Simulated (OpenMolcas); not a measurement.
Ni4+ (d6) among equal point charges was computed by CASSCF with the d shell active (OpenMolcas, ANO-RCC-VTZP on the metal). Its lowest spin-free states, and all those of the highest spin:

```
2S+1  Degeneracy  E (cm-1)
   5           2       0.0
   5           3     279.1
   3           3     29115
   3           2     29156
   3           3     29331
   3           3     29396
   3           3     32635
   3           1     33504
   3           3     33587
   3           3     33682
   3           1     36725
   3           3     36811
```

Problem. Is the site octahedral, tetrahedral or cube-like, axial, or of lower symmetry?

Solution. The states with 2S+1 = 5 have orbital degeneracies 2, 3. Threefold states need a cubic site. For d6 at this spin an octahedron puts the threefold T2 below the twofold E and a tetrahedron or cube puts the twofold E below the threefold T2, so the site is a tetrahedron or a cube, which this pattern cannot tell apart. The first gap at this spin, 279 cm-1, is |10Dq| in ligand-field theory. The run had Ni4+ among 4 point charges of -0.98 e arranged as a tetrahedron (Td), 2.11 Å from the ion.

Spin-orbit coupling mixes the spin-free states strongly: the lowest level takes only 66 % from its leading state, 5E. An orbital doublet at a regular site is open to a Jahn-Teller distortion, which this geometry leaves out. Without dynamic correlation the repulsion within the d shell is too large (B by tens of per cent), so at a given field states of lower spin stand too high. The ground term spreads over less than 5000 cm-1, several times less than with real ligands, so orbital moments are less quenched and χT lies further from the spin-only value than at real sites. Point charges carry no covalency, so the field is a model and not that of real ligands. No measured value stands beside these numbers.
